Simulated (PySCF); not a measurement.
Isomers of C5H12S2Si, mass 164.015 u with the commonest isotopes. Level of theory: PBE0/pcSseg-1 in PySCF (dipole) on a GFN2-xTB geometry, gas phase. One conformer each, none proved a minimum here; rigid rotors.

**Question.** Order these by rotational constant A, largest first.
A. `[CH3:1][S:2][C@@H:3]1[C@H:4]([CH3:5])[Si@H:6]1[S:7][CH3:8]` with C1–S2–C3–C4 154°, C4–Si6–S7–C8 -86°
B. `[CH3:1][CH2:2][S:3][C@@H:4]1[CH2:5][Si@@H:6]1[S:7][CH3:8]` with C1–C2–S3–C4 64°, C2–S3–C4–C5 135°, C5–Si6–S7–C8 76°
C. `[CH3:1][S:2]/[CH:3]=[C:4](\[CH3:5])[CH2:6][SiH2:7][SH:8]` with C1–S2–C3–C4 -173°, C3–C4–C6–Si7 97°, C4–C6–Si7–S8 -51°, C6–Si7–S8–H 31°

**Answer.** A (1979 MHz), B (1805 MHz), C (1743 MHz).

**Question.** Order these by out-of-plane moment Σ m c² = (Ia + Ib − Ic)/2, largest first.
A. `[CH3:1][CH2:2][S:3][C@@H:4]1[CH2:5][Si@@H:6]1[S:7][CH3:8]` with C1–C2–S3–C4 64°, C2–S3–C4–C5 135°, C5–Si6–S7–C8 76°
B. `[CH3:1][S:2][C@@H:3]1[C@H:4]([CH3:5])[Si@H:6]1[S:7][CH3:8]` with C1–S2–C3–C4 154°, C4–Si6–S7–C8 -86°
C. `[CH3:1][S:2]/[CH:3]=[C:4](\[CH3:5])[CH2:6][SiH2:7][SH:8]` with C1–S2–C3–C4 -173°, C3–C4–C6–Si7 97°, C4–C6–Si7–S8 -51°, C6–Si7–S8–H 31°

**Answer.** A (85.42 u·Å²), C (60.61 u·Å²), B (34.33 u·Å²).

**Question.** Order these by radius of gyration √(Σ m r²/M), largest first.
A. `[CH3:1][S:2]/[CH:3]=[C:4](\[CH3:5])[CH2:6][SiH2:7][SH:8]` with C1–S2–C3–C4 -173°, C3–C4–C6–Si7 97°, C4–C6–Si7–S8 -51°, C6–Si7–S8–H 31°
B. `[CH3:1][S:2][C@@H:3]1[C@H:4]([CH3:5])[Si@H:6]1[S:7][CH3:8]` with C1–S2–C3–C4 154°, C4–Si6–S7–C8 -86°
C. `[CH3:1][CH2:2][S:3][C@@H:4]1[CH2:5][Si@@H:6]1[S:7][CH3:8]` with C1–C2–S3–C4 64°, C2–S3–C4–C5 135°, C5–Si6–S7–C8 76°

**Answer.** A (2.504 Å), B (2.434 Å), C (2.309 Å).

```json
{"SMILES": "CS/C=C(\\C)C[SiH2]S", "point group": "C1", "Ia (u·Å²)": "290.01", "Ib (u·Å²)": "798.60", "Ic (u·Å²)": "967.39", "κ": "-0.82", "μa (D)": "0.98", "μb (D)": "1.27", "μc (D)": "1.56"}
{"SMILES": "CS[C@@H]1[C@H](C)[Si@H]1SC", "point group": "C1", "Ia (u·Å²)": "255.42", "Ib (u·Å²)": "750.61", "Ic (u·Å²)": "937.37", "κ": "-0.81", "μa (D)": "1.40", "μb (D)": "0.53", "μc (D)": "0.60"}
{"SMILES": "CCS[C@@H]1C[Si@@H]1SC", "point group": "C1", "Ia (u·Å²)": "279.97", "Ib (u·Å²)": "679.71", "Ic (u·Å²)": "788.83", "κ": "-0.82", "μa (D)": "1.84", "μb (D)": "0.32", "μc (D)": "1.25"}
```
